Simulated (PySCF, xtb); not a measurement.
Ga(PH2)3 (GaH6P3), SMILES [PH2][Ga]([PH2])[PH2].

GFN2-xTB (xtb) at its own geometry gives an orbital gap of 2.90 eV and a dipole moment of 0.96 D.

Coordinates come from a PBE0-D3(BJ)/def2-SVP optimisation. The structure was generated by enumeration; whether it is a known compound was not checked. Other conformers were not sampled.

### Question
What does M06-2X/def2-TZVP (PySCF) give? (An estimate is asked for; the answer gives what the named calculation found.)

### Answer
gap 7.04 eV (levels -7.96 and -0.92 eV), dipole 0.60 D.
